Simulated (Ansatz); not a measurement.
Cost and result up the ladder for `c1ccc2c(c1)-c1ccc3ccccc3c1-2` (26 atoms). Total charge 0; singlet. Geometry: PBE-D4/def2-SVP.

```xyz
26

C    -0.4737    3.1660    2.8290
C    -1.3877    3.3281    1.7857
C    -1.4550    2.4108    0.6900
C    -0.5623    1.3585    0.7324
C     0.3770    1.1917    1.8054
C     0.4486    2.0723    2.8651
C     0.9025   -0.0616    1.1358
C     1.8071   -1.1270    1.1791
C     1.7466   -2.0346    0.1076
C     0.8247   -1.8938   -0.9693
C     0.7854   -2.8323   -2.0460
C    -0.1140   -2.6887   -3.0892
C    -1.0280   -1.5939   -3.1151
C    -1.0305   -0.6588   -2.0955
C    -0.1153   -0.7773   -1.0048
C    -0.0250    0.1064    0.0811
H    -0.4611    3.9003    3.6491
H    -2.0761    4.1869    1.8049
H    -2.1823    2.5559   -0.1225
H     1.1599    1.9639    3.6974
H     2.5308   -1.2645    1.9959
H     2.4342   -2.8947    0.0853
H     1.4898   -3.6791   -2.0322
H    -0.1276   -3.4236   -3.9084
H    -1.7356   -1.4995   -3.9529
H    -1.7326    0.1886   -2.1078
```

Ansatz on 4 threads of Arm Neoverse V1 on a shared host. Times are rough, and most runs start from the orbitals of an earlier one. PBE0-D4/def2-TZVP serves as the yardstick here, not as an exact answer. Differences are given only for rows in sets of like size (and for xTB, whose basis is part of the method), since another set adds its own error. Binding counts from free atoms at the same level (C triplet, H doublet; other spins of the atoms weren't run), without zero-point energy or a counterpoise term.

B3LYP takes the VWN-RPA correlation. Correlated methods freeze 16 core orbitals. The rows differ in basis, and correlated rows in double-zeta sets carry the largest basis error.

Run but left out: HF/6-31G (restricted singlet, unstable in another Hartree–Fock run and untested here).

Correlated methods converge slowly with the basis, most of all in double-zeta sets.

```tsv
level	functions	binding energy per atom (eV)	difference from PBE0-D4/def2-TZVP (eV)	remarks
MP2/def2-SVP	274	5.38	–	restricted SCF unstable
PBE0-D4/def2-SVP	274	5.62	–	–
PBE-D4/def2-TZVP (with forces)	556	5.65	0.13	–
PBE-D4/def2-SVP	274	5.75	–	–
B3LYP-D4/6-31G	164	5.32	–	–
r2SCAN-D4/def2-TZVP (with forces)	556	5.46	-0.07	–
PBE0-D4/def2-TZVP	556	5.52	0.00	–
```

Question: Estimate how long each takes.

Answer: B3LYP-D4/6-31G 5.5 s; PBE-D4/def2-SVP 6 s; PBE0-D4/def2-SVP 12 s; PBE-D4/def2-TZVP (with forces) 22 s; MP2/def2-SVP 29 s; r2SCAN-D4/def2-TZVP (with forces) 34 s; PBE0-D4/def2-TZVP 38 s. On shared hardware such times vary by a factor of up to 3.
